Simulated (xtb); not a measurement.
p-cresol (C₇H₈O), singlet, geometry from GFN2-xTB. Base run: xtb 6.7.1 with GFN2-xTB.

The xtb input:
```
$ xtb mol.xyz --gfn 2 --json

# file mol.xyz
16

C     -2.83485466     0.11645217     0.39917449
C     -1.35119902     0.04253937     0.19543320
C     -0.48079655     0.69822704     1.05464705
C      0.88746555     0.65034956     0.85778854
C      1.41233797    -0.06087735    -0.21302987
O      2.75310773    -0.13806513    -0.44684273
C      0.54999479    -0.72197732    -1.08106165
C     -0.81332749    -0.66596930    -0.87292005
H     -3.32025483    -0.78818912     0.04028342
H     -3.07584159     0.25269851     1.45093519
H     -3.24713136     0.96147983    -0.15374877
H     -0.87489984     1.25504510     1.89283045
H      1.55226643     1.16616706     1.53910024
H      3.22889816     0.36194627     0.22698678
H      0.96800090    -1.27300046    -1.90846528
H     -1.47362327    -1.18409113    -1.55337055
```

The base run was repeated with changes; each row names its change, and settings that it needs were set with it.

```
change          ΔE vs base (kcal/mol)  HOMO-LUMO gap (eV)  dipole (D)  G_solv (kcal/mol)  SCF cycles
--------------  ---------------------  ------------------  ----------  -----------------  ----------
base                            0.000                4.20        1.59                  -          11
etemp = 5000                   -0.415                4.21        1.59                  -          11
alpb = acetone                  -8.68                4.19        1.78              -9.01          11
etemp = 10000                  -12.83                4.26        1.62                  -          11
alpb = dmso                     -9.18                4.18        1.82              -9.82          11
```

ALPB and GBSA are two models with their own fitted parameters for each solvent, which aren't always the measured dielectric constant.
